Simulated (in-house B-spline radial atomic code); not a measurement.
Ionisation energies along the 23-electron series, configuration 1s2 2s2 2p6 3s2 3p6 3d3/2(4) 3d5/2(1), as differences of self-consistent energies. Dirac energy differences include first-order Breit, QED and recoil terms. NIST's values go from ground level to ground level; the uncertainty of those that are theory runs from under 0.1 % in few-electron ions to several per cent in heavy many-electron ones. Computed with a B-spline radial code for spherical atoms: Dirac-Hartree-Fock, jj configuration that fills j = l - 1/2 first, finite nuclei.

A number in brackets counts the electrons of a j subshell.

| ion | configuration after | ionisation energy (eV) | IE/(q+1)² (eV) | -ε less Coulomb ΔSCF (eV) | Breit and QED recoil part (eV) | tabulated value (eV) | tabulated kind | computed minus tabulated (eV) |
| --- | --- | --- | --- | --- | --- | --- | --- | --- |
| Cr+ | [Ar] 3d3/2(4) | 13.1 | 3.264 | 2.4735 | 0.015292 | 16.48631 | measured | -3.4 |
| Mn2+ | [Ar] 3d3/2(4) | 29.8 | 3.3096 | 2.3887 | 0.021711 | 33.668 | measured | -3.9 |
| Fe3+ | [Ar] 3d3/2(4) | 50.5 | 3.1562 | 2.3709 | 0.026876 | 54.91 | measured | -4.4 |
| Co4+ | [Ar] 3d3/2(4) | 74.8 | 2.9924 | 2.3775 | 0.031073 | 79.5 | semi-empirical | -4.7 |
| Ni5+ | [Ar] 3d3/2(4) | 102.5 | 2.8479 | 2.3922 | 0.034426 | 108 | semi-empirical | -5.5 |
| Cu6+ | [Ar] 3d3/2(4) | 133.5 | 2.7254 | 2.4087 | 0.036929 | 139 | semi-empirical | -5.5 |
| Zn7+ | [Ar] 3d3/2(4) | ? | ? | ? | ? | ? | semi-empirical | ? |
| Ga8+ | [Ar] 3d3/2(4) | 205.2 | 2.5336 | 2.4404 | 0.039305 | 211 | tabulated theory | -5.8 |
| Ge9+ | [Ar] 3d3/2(4) | 245.8 | 2.4581 | 2.4545 | 0.03906 | 252.1 | tabulated theory | -6.3 |
| As10+ | [Ar] 3d3/2(4) | 289.5 | 2.3927 | 2.4673 | 0.037765 | 296 | tabulated theory | -6.5 |
| Se11+ | [Ar] 3d3/2(4) | 336.3 | 2.3357 | 2.4789 | 0.035349 | 342.9 | tabulated theory | -6.6 |
| Br12+ | [Ar] 3d3/2(4) | 386.3 | 2.2855 | 2.4895 | 0.031719 | 393 | tabulated theory | -6.7 |
| Kr13+ | [Ar] 3d3/2(4) | 439.3 | 2.2411 | 2.4991 | 0.026817 | 446 | tabulated theory | -6.7 |
| Rb14+ | [Ar] 3d3/2(4) | 495.3 | 2.2014 | 2.5078 | 0.020537 | 502 | tabulated theory | -6.7 |
| Sr15+ | [Ar] 3d3/2(4) | 554.5 | 2.1658 | 2.5158 | 0.012812 | 562 | tabulated theory | -7.5 |
| Zr17+ | [Ar] 3d3/2(4) | 681.9 | 2.1046 | 2.5299 | -0.0073453 | 690 | tabulated theory | -8.1 |
| Nb18+ | [Ar] 3d3/2(4) | 750.2 | 2.0781 | 2.536 | -0.01993 | 758 | tabulated theory | -7.8 |
| Mo19+ | [Ar] 3d3/2(4) | 821.5 | 2.0538 | 2.5417 | -0.034294 | 829 | tabulated theory | -7.5 |
| Tc20+ | [Ar] 3d3/2(4) | 895.9 | 2.0315 | 2.5469 | -0.05057 | 904 | tabulated theory | -8.1 |
| Ru21+ | [Ar] 3d3/2(4) | ? | ? | ? | ? | ? | tabulated theory | ? |
| Rh22+ | [Ar] 3d3/2(4) | 1053.8 | 1.992 | 2.5562 | -0.089048 | 1061 | tabulated theory | -7.2 |
| Pd23+ | [Ar] 3d3/2(4) | ? | ? | ? | ? | ? | tabulated theory | ? |
| Ag24+ | [Ar] 3d3/2(4) | 1223.8 | 1.958 | 2.5641 | -0.13608 | 1231 | tabulated theory | -7.2 |

(1) Fill in the row of Zn7+.

(2) Fill in the row of Ru21+.

(3) Fill in the row of Pd23+.

(4) How far is this level of theory from the measured and semi-empirical values?

Answers

(1) ionisation energy (eV): 167.8; IE/(q+1)² (eV): 2.6217; -ε less Coulomb ΔSCF (eV): 2.4251; Breit and QED recoil part (eV): 0.038575; tabulated value (eV): 173.9; computed minus tabulated (eV): -6.1.

(2) ionisation energy (eV): 973.3; IE/(q+1)² (eV): 2.011; -ε less Coulomb ΔSCF (eV): 2.5517; Breit and QED recoil part (eV): -0.068771; tabulated value (eV): 981; computed minus tabulated (eV): -7.7.

(3) ionisation energy (eV): 1137.2; IE/(q+1)² (eV): 1.9744; -ε less Coulomb ΔSCF (eV): 2.5603; Breit and QED recoil part (eV): -0.11145; tabulated value (eV): 1145; computed minus tabulated (eV): -7.8.

(4) Over those 7 rows the differences run from -6.11 to -3.43 eV (mean absolute value 4.8 eV). The calculation leaves out correlation and, in open shells, the multiplet splittings that an average leaves out.
